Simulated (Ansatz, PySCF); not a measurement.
Lewis adduct: BH3 (SMILES B) (first 4 atoms) with H2S (SMILES S); geometry from B3LYP-D3(BJ)/def2-TZVP, rigid monomers moved along the line of their centres of mass till B1···S5 is 2.84 Å.
(charge 0, multiplicity 1):
```tsv
atom	x (Å)	y (Å)	z (Å)
B	-0.4494	-0.3252	0.6695
H	0.4057	-0.8871	0.0385
H	-1.2478	-1.0569	1.1911
H	-0.8794	0.6904	0.2021
S	1.0538	0.4717	2.9435
H	0.2253	1.3143	3.5884
H	1.8180	1.4777	2.4783
```

Quantity: the interaction energy.

Interaction energies are E(AB) − E(A) − E(B) at the monomers' geometry in the complex; basis-set methods are counterpoise corrected.

Frozen-core correlation. CBS(a, b) extrapolates the correlation energy as X⁻³ and adds the Hartree–Fock energy of set b.

The values were computed with Ansatz (an electronic-structure program) with Gaussian orbitals; PySCF for the dispersion terms. 

Costs are ratios of core time to PBE/def2-TZVPPD (roughly 5 s), for whole runs (searches for the state included, and forces where a run took them) on one shared machine, so rough; each difference counts from -9.37 kcal/mol (CCSD(T)/CBS(aug-cc-pV(D+d)Z, aug-cc-pV(T+d)Z), a level with limits of its own).

A star marks coupled-cluster runs past 200 virtual orbitals, where the program's memory plan changes under this machine's limit, so their costs aren't comparable with smaller runs.

```tsv
level	basis functions	cost
PBE/def2-TZVPPD	173	×1
PBE-D3(BJ)/def2-TZVPPD	173	×1
PBE0/def2-TZVPPD	173	×1
PBE0-D3(BJ)/def2-TZVPPD	173	×1
B3LYP/def2-TZVPPD	173	×1
B3LYP-D3(BJ)/def2-TZVPPD	173	×1
r2SCAN/def2-TZVPPD	173	×2
r2SCAN-D3(BJ)/def2-TZVPPD	173	×2
wB97X-V/def2-TZVPPD	173	×3
CCSD(T)/aug-cc-pV(D+d)Z	100	×3
wB97M-V/def2-TZVPPD	173	×7
CCSD(T)/aug-cc-pV(T+d)Z	216	×30*
```

Q: Which is the cheapest listed level whose difference stays within 0.25 kcal/mol?

A: CCSD(T)/aug-cc-pV(T+d)Z (0.20 kcal/mol, cost ×30).

Each difference (kcal/mol): PBE/def2-TZVPPD -2.18; PBE-D3(BJ)/def2-TZVPPD -3.16; PBE0/def2-TZVPPD -1.07; PBE0-D3(BJ)/def2-TZVPPD -1.99; B3LYP/def2-TZVPPD 0.39; B3LYP-D3(BJ)/def2-TZVPPD -1.33; r2SCAN/def2-TZVPPD -1.88; r2SCAN-D3(BJ)/def2-TZVPPD -2.20; wB97X-V/def2-TZVPPD -0.46; CCSD(T)/aug-cc-pV(D+d)Z 0.70; wB97M-V/def2-TZVPPD -0.79; CCSD(T)/aug-cc-pV(T+d)Z 0.20.
